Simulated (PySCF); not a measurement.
Structure problem from calculated spectra and properties.

Elements present: C, H, O and S. Monoisotopic mass: 127.9932 u.

* 1H NMR: chemical shifts (computed TMS as zero) by class: 8.20 (1 H), 7.55 (1 H), 7.23 (1 H), 5.65 (1 H) ppm [GIAO B3LYP/pcSseg-2]
* Rotational structure: rotational constants A, B, C: 3.761, 1.433, 1.038 GHz [PBE0-D3(BJ)/def2-SVP]
* Polarisability: 82.8 au [CAM-B3LYP/def2-SVPD]
* 13C NMR: chemical shifts (computed TMS as zero) by class: 168.8 (1 C), 146.2 (1 C), 146.1 (1 C), 144.8 (1 C), 135.9 (1 C) ppm [GIAO B3LYP/pcSseg-2]
* NMR, other nuclei: isotropic shieldings of nuclei other than C and H, by class: -63 (1 O), 127 (1 O), 218 (1 S) ppm [GIAO B3LYP/pcSseg-2]
* Dipole: 2.07 D [CAM-B3LYP/def2-SVPD]
* UV, first state: lowest singlet excitation: 5.08 eV (244 nm, f = 0.216) [TDDFT CAM-B3LYP/def2-SVPD]
* Valence photoelectron: vertical ionisation energy: 9.31 eV [ΔSCF CAM-B3LYP/def2-SVPD]
* Triplet: lowest triplet excitation (Tamm–Dancoff): 3.34 eV [TDA CAM-B3LYP/def2-SVPD]

Gas-phase values; electronic properties from PySCF, density fitting. Levels stand in brackets. One conformer (not necessarily the lowest) at the PBE0-D3(BJ)/def2-SVP geometry, without solvent, vibrations or thermal averaging. NMR values are class means; diastereotopic atoms form classes of their own.

Task: Which formula fits the mass and the elements?

Result: C5H4O2S (calculated 127.9932). No other formula that holds each of these elements comes within 0.0003 u with a fitting electron parity and a possible valence count.

Task: Propose a structure and show how it fits.

Result: Numbering: `[O:1]=[C:2]([OH:3])[c:4]1[cH:5][cH:6][cH:7][s:8]1`. Its formula, C5H4O2S, gives 4 degrees of unsaturation: 1 ring and 3 π bonds in the structure found (Kekulé form). 5 carbons fall into 5 classes; from least to most shielded: carboxylic acid carbon [C2] (168.8 ppm), aromatic CH next to a ring sulfur [C7] (146.2 ppm), aromatic CH carbon [C5] (146.1 ppm), substituted aromatic carbon [C4] (144.8 ppm), aromatic CH carbon [C6] (135.9 ppm). Hydrogen classes from least to most shielded: 1 H on an aromatic CH carbon, C5 (8.20 ppm), 1 H on an aromatic CH next to a ring sulfur, C7 (7.55 ppm), 1 H on an aromatic CH carbon, C6 (7.23 ppm), 1 H on an acid hydroxyl oxygen, O3 (5.65 ppm). The other shieldings belong to: -63 ppm, acid carbonyl oxygen [O1]; 127 ppm, acid hydroxyl oxygen [O3]; 218 ppm, thiophene-type sulfur [S8]. S1 is mainly HOMO→LUMO (weight 0.83); the largest Löwdin shares of the orbital it empties are 0.27 on the substituted aromatic carbon, 0.26 on the aromatic CH next to a ring sulfur, 0.15 on an aromatic CH carbon and 0.11 on an aromatic CH carbon, of the orbital it fills 0.16 on the aromatic CH next to a ring sulfur, 0.16 on the thiophene-type sulfur, 0.14 on an aromatic CH carbon and 0.14 on the carboxylic acid carbon. The optimised geometry has point group Cs and is an asymmetric top. Structure: `O=C(O)c1cccs1`. Computed isomers that give other values at the same levels: `O=c1ccsc(O)c1` (lowest singlet excitation: 4.15 eV (299 nm, f = 0.000)); `O=COc1cccs1` (13C chemical shifts (computed TMS as zero) by class: 170.4 (1 C), 161.9 (1 C), 134.2 (1 C), 125.0 (1 C), 122.9 (1 C) ppm); `O=COc1ccsc1` (lowest singlet excitation: 5.55 eV (223 nm, f = 0.157)). The assignments are read from this structure; whether some other isomer fits the data as well wasn't checked.

Shape of the structure used: `[O:1]=[C:2]([OH:3])[c:4]1[cH:5][cH:6][cH:7][s:8]1`: O1–C2–C4–C5 0°, H–O3–C2–O1 0°.
